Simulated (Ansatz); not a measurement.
The cluster Te4Se⁻. Total charge -1; doublet. Geometry PBE-D4/def2-SVPD.

```xyz
5

Se   -1.881   -0.866    0.657
Te   -1.563    1.757   -0.287
Te    1.078    1.973   -0.097
Te    0.534   -1.483    1.059
Te    1.832   -1.381   -1.333
```

In the def2 sets Te takes a core potential; there is no spin–orbit coupling. Another isomer (doublet) lies 0.05 eV lower at PBE0-D4/def2-TZVPD; other spin states weren't run for this one.

Task: Estimate the α-spin orbital energies around the gap (eV) in Ansatz with PBE-D4/def2-TZVPD, revPBE-D4/def2-TZVPD, BLYP-D4/def2-TZVPD, r2SCAN-D4/def2-TZVPD, PBE0-D4/def2-TZVPD.

Result: 
| orbital | PBE-D4/def2-TZVPD | revPBE-D4/def2-TZVPD | BLYP-D4/def2-TZVPD | r2SCAN-D4/def2-TZVPD | PBE0-D4/def2-TZVPD |
| --- | --- | --- | --- | --- | --- |
| HOMO−13 | -11.92 | -11.84 | -11.77 | -12.50 | -13.78 |
| HOMO−12 | -10.23 | -10.15 | -10.09 | -10.71 | -11.85 |
| HOMO−11 | -9.89 | -9.82 | -9.78 | -10.33 | -11.44 |
| HOMO−10 | -4.98 | -4.92 | -4.74 | -5.31 | -6.08 |
| HOMO−9 | -4.45 | -4.39 | -4.21 | -4.76 | -5.60 |
| HOMO−8 | -4.06 | -4.00 | -3.84 | -4.35 | -5.11 |
| HOMO−7 | -3.75 | -3.69 | -3.54 | -4.03 | -4.74 |
| HOMO−6 | -3.04 | -2.99 | -2.81 | -3.35 | -4.18 |
| HOMO−5 | -2.93 | -2.87 | -2.71 | -3.19 | -3.94 |
| HOMO−4 | -2.00 | -1.95 | -1.81 | -2.25 | -3.02 |
| HOMO−3 | -1.72 | -1.66 | -1.53 | -1.94 | -2.65 |
| HOMO−2 | -1.48 | -1.42 | -1.29 | -1.69 | -2.38 |
| HOMO−1 | -1.31 | -1.26 | -1.11 | -1.53 | -2.26 |
| HOMO | -0.56 | -0.52 | -0.38 | -0.79 | -1.50 |
| LUMO | 0.42 | 0.49 | 0.56 | 0.44 | 0.96 |
| LUMO+1 | 0.56 | 0.64 | 0.68 | 0.66 | 1.21 |
| LUMO+2 | 1.03 | 1.10 | 1.14 | 1.18 | 1.68 |
| LUMO+3 | 1.62 | 1.69 | 1.75 | 1.77 | 2.32 |
| LUMO+4 | 2.27 | 2.22 | 2.30 | 2.78 | 2.63 |
| LUMO+5 | 2.42 | 2.34 | 2.45 | 2.90 | 2.73 |
| β HOMO | -1.06 | -1.00 | -0.90 | -1.19 | -1.76 |
| β LUMO | -0.14 | -0.06 | -0.01 | -0.10 | 0.33 |
